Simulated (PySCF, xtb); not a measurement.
C3H10Si, SMILES CCC[SiH3].

xtb with GFN2-xTB at its own geometry gives an orbital gap of 5.99 eV and a dipole moment of 0.37 D.

Coordinates come from a B3LYP-D3(BJ)/def2-SVP optimisation. Other conformers were not sampled.

Q: What does PySCF with B3LYP/def2-TZVP give? (Estimate from the structure and the level; the computed values follow.)

A: gap 8.71 eV (levels -8.28 and 0.43 eV), dipole 0.85 D.
